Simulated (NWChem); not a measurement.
C4H9O, doublet; SMILES CC[CH]CO

```xyz
14

C      0.6015     2.2461    -0.0057
C     -0.6110     1.3094     0.0394
C     -0.3284    -0.0657    -0.4552
C     -0.0643    -1.1868     0.4772
O      0.2540    -2.3438    -0.2453
H      0.3410     3.2544     0.3529
H      1.4229     1.8662     0.6218
H      0.9881     2.3428    -1.0320
H     -1.4242     1.7593    -0.5587
H     -0.9919     1.2607     1.0753
H     -0.1533    -0.2496    -1.5197
H     -0.9558    -1.3389     1.1319
H      0.7578    -0.9016     1.1791
H      0.3966    -3.0613     0.3781
```
Atoms are numbered in this order, from 1.

Program: NWChem. Pople sets run with spherical d functions. Spin-unrestricted. The geometry was optimised at PBE0/def2-SVP, spin-unrestricted. No frequency run checked for a minimum. No stability test was run on the SCF state. Total energies compare along this basis series because the functional is fixed.

```
level                 basis functions  energy (Ha)  highest occupied level (eV)  lowest empty minus highest occupied level, either spin (eV)  dipole (D)  relative time
--------------------  ---------------  -----------  ---------------------------  -----------------------------------------------------------  ----------  -------------
CAM-B3LYP/STO-3G                   34    -229.8996                        -4.76                                                         8.55        1.39              1
CAM-B3LYP/3-21G                    63    -231.5793                        -6.38                                                         7.22        1.72              2
CAM-B3LYP/6-31G*                   88    -232.8597                        -6.44                                                         7.20        1.58             10
CAM-B3LYP/6-31+G*                 108    -232.8751                        -6.68                                                         6.80        1.86             20
CAM-B3LYP/6-311G**                144    -232.9388                        -6.63                                                         7.00        1.64             40
CAM-B3LYP/6-311++G**              173    -232.9468                        -6.73                                                         6.73        1.82             80
```

Relative times are rough (shared machine, one core).
